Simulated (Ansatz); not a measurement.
CH4N (SMILES C[NH-]), charge -1, singlet, geometry from GFN2-xTB (a gas-phase anion, which may not be bound at this level). Base run: PBE/def2-SVP (Ansatz, a program for electronic structure).

Here is a job for Ansatz.
Ansatz 0.2 input:
```yaml
crystal:
  periodic: [false, false, false]
  atoms:
    - {symbol: C, position_ang: [0.03918329, 0.57726037, 0.02256172]}
    - {symbol: N, position_ang: [0.01386466, -0.79320152, 0.08399166]}
    - {symbol: H, position_ang: [-0.98685864, 1.16240067, 0.02218520]}
    - {symbol: H, position_ang: [-0.49443487, -1.14362403, -0.75261679]}
    - {symbol: H, position_ang: [0.57583997, 0.97766943, 0.90352376]}
    - {symbol: H, position_ang: [0.57330122, 1.09240237, -0.89640406]}
basis:
  gaussian:
    orbitals: def2-SVP
hamiltonian:
  xc: pbe
total_charge: -1
```

The bond that is stretched is that between atoms 3 and 1. A test that says stable can miss a lower solution.

Each row names what was changed in the base input (with any setting that the change needs).

```tsv
change	ΔE vs base (eV)	<S^2>	stability test says
base	0.00	0.000	minimum (restricted orbitals)
spin_polarized = on; lower_state_search = off	0.00	0.000	undecided (no full test)
spin_polarized = on; lower_state_search = standard	0.00	0.000	minimum
bond × 1.25	0.30	0.000	minimum (restricted orbitals)
spin_polarized = on; lower_state_search = off; bond × 1.25	0.30	0.000	undecided (no full test)
spin_polarized = on; lower_state_search = standard; bond × 1.25	0.30	0.000	minimum
bond × 1.5	0.72	0.000	minimum (restricted orbitals)
spin_polarized = on; lower_state_search = off; bond × 1.5	0.72	0.000	undecided (no full test)
spin_polarized = on; lower_state_search = standard; bond × 1.5	0.72	0.000	minimum
bond × 1.8	1.11	0.000	minimum (restricted orbitals)
spin_polarized = on; lower_state_search = off; bond × 1.8	1.11	0.000	undecided (no full test)
spin_polarized = on; lower_state_search = standard; bond × 1.8	1.11	0.000	minimum
bond × 2.2	1.46	0.000	minimum (restricted orbitals)
spin_polarized = on; lower_state_search = off; bond × 2.2	1.46	0.000	undecided (no full test)
spin_polarized = on; lower_state_search = standard; bond × 2.2	1.46	0.000	minimum
bond × 3.0	1.79	0.000	minimum (restricted orbitals)
spin_polarized = on; lower_state_search = off; bond × 3.0	1.79	0.000	undecided (no full test)
spin_polarized = on; lower_state_search = standard; bond × 3.0	1.74	0.272	minimum
```

A gas-phase anion may not be bound at this level; its values then depend on the basis.

Where a bond breaks into two radicals, a solution with restricted orbitals usually stops being the lowest and lies too high; an unrestricted one lies lower at the price of spin contamination, which <S^2> shows.
